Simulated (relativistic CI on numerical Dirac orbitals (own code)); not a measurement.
A reference radial Dirac CI calculation of Ag¹⁴⁺ gave the lowest total energy -5239.92849 Ha in 10 SCF steps, from this input:

```
atom Ag  Z=47  charge=14  electrons=33
nucleus A=107  rms_radius_fm=4.5454
hamiltonian dirac-coulomb  breit=on  qed=on  c_scale=1
orbitals kli  potential=per-configuration
slater_scale 1
correlation none
mixing on
grid step=0.0125 r_max=9.9
scf mixing=0.4 start=green max_iterations=150 tolerance=2e-08 node_fill=0.05
configurations
  [Ar] 3d10 4s2 4p3
end
```

One setting was then changed, and the output read:

```
SCF 1: [Ar] 3d10 4s2 4p3
 iter      energy (Ha)   residual   last orbital (Ha)
    1     -5060.614900   4.38e+00    -20.50564
    2     -5112.952568   2.20e+00    -16.27793
    3     -5129.417117   1.79e-01    -12.86104
    4     -5129.580481   1.43e-01    -12.94566
    5     -5129.646384   1.14e-03    -12.72026
    6     -5129.646446   9.52e-04    -12.72084
    7     -5129.646454   3.30e-05    -12.72007
    8     -5129.646453   2.24e-06    -12.72010
    9     -5129.646453   1.25e-06    -12.72010
   10     -5129.646453   1.13e-08    -12.72010
orbital energies (Ha): 3s -36.0891  3p1/2 -32.4568  3p3/2 -32.4461  3d3/2 -25.7722  3d5/2 -25.7698  4s -14.0139  4p1/2 -12.7226  4p3/2 -12.7201
configuration averages (Ha): Dirac-Coulomb, Breit, QED
  4p3                          -5129.646453    0.034399    1.541329
levels: no., configuration, term, J, E (cm-1), weight
   1 4p3                    4S*  3/2              0.0  1.00
   2 4p3                    2D*  3/2          43333.0  1.00
   3 4p3                    2D*  5/2          43339.2  1.00
   4 4p3                    2P*  1/2          72228.8  1.00
   5 4p3                    2P*  3/2          72239.4  1.00
lowest total energy -5128.268194 Ha
end: converged
```

(1) Which setting was changed?
A. SCF tolerance
B. end of the grid
C. speed of light
D. SCF mixing

## Answers

(1) C. The speed of light × 10.
